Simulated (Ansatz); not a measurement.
Two isomers of BFH5NSi: A = `BN[SiH2]F`, B = `NB(F)[SiH3]`.

Gas-phase electronic energies from Ansatz, PBE0-D4/def2-TZVP geometries. CBS: MP2 limit from def2 TZ/QZ plus the TZ coupled-cluster correction, frozen cores. DFT in def2-TZVPP. One conformer a species, not always the lowest.

(1) Which is lower in electronic energy at CCSD(T)/CBS, and by how much? (Estimate.)

(2) Give E(B) − E(A) in kcal/mol with B2PLYP, PBE0-D4, CCSD(T)/def2-TZVPP, CCSD(T)/def2-SVP, CCSD/def2-TZVPP, LDA (SPW92), PBE-D4. (Best estimate.)

(3) Does the order hold for the free energy at 298.15 K (harmonic terms from PBE0-D4)? (Estimate.)

Largest T1 diagnostic: 0.013.

## Answers

(1) Ansatz gave: A, by 18.7 kcal/mol.

(2) The calculation gave: B2PLYP 18.0, PBE0-D4 13.3, CCSD(T)/def2-TZVPP 17.6, CCSD(T)/def2-SVP 9.7, CCSD/def2-TZVPP 18.1, LDA (SPW92) 10.0, PBE-D4 11.2. None reverses the order clearly.

(3) The calculation gave: Yes: G(B) − G(A) = +18.2 kcal/mol, for one conformer each.

In def2-TZVPP, CCSD(T) changes the Hartree–Fock value by −3.8 kcal/mol (the triples alone add −0.6 kcal/mol) and MP2 by −1.2 kcal/mol. From BLYP to BHLYP (50 % exact exchange), in def2-TZVPP and without D4, E(B) − E(A) moves by +4.1 kcal/mol.
